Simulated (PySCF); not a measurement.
## Ne(3+) (neon, charge +3): BP86 calculation

Configuration: [He] 2s2 2p3, high-spin 4S determinant. All numbers are calculated (PySCF 2.14, the spin-free X2C one-electron Hamiltonian (Gaussian nucleus), in aug-cc-pCVQZ-DK (9s8p6d4f2g, 109 functions)).

* Total energy: -124.4438 hartree
* One-electron energy: -157.2942 hartree
* Hartree (Coulomb) energy: 43.5587 hartree
* Exchange-correlation energy: -10.7083 hartree
* ⟨S²⟩: 3.7509
* ⟨L²⟩: 0.000
* Sum of ⟨r⟩: 4.143 bohr
* Sum of ⟨r²⟩: 3.643 bohr²
* Langevin diamagnetic susceptibility: -2.89 ×10⁻⁶ cm³/mol

```json
{"shell": "1s α", "electrons": "1", "mean orbital energy (hartree)": "-33.64673", "rms radius, mean of both spins (bohr)": "0.183"}
{"shell": "1s β", "electrons": "1", "mean orbital energy (hartree)": "-33.51754", "rms radius, mean of both spins (bohr)": "0.183"}
{"shell": "2s α", "electrons": "1", "mean orbital energy (hartree)": "-3.90811", "rms radius, mean of both spins (bohr)": "0.870"}
{"shell": "2s β", "electrons": "1", "mean orbital energy (hartree)": "-3.60992", "rms radius, mean of both spins (bohr)": "0.870"}
{"shell": "2p α", "electrons": "3", "mean orbital energy (hartree)": "-3.07767", "rms radius, mean of both spins (bohr)": "0.829"}
```
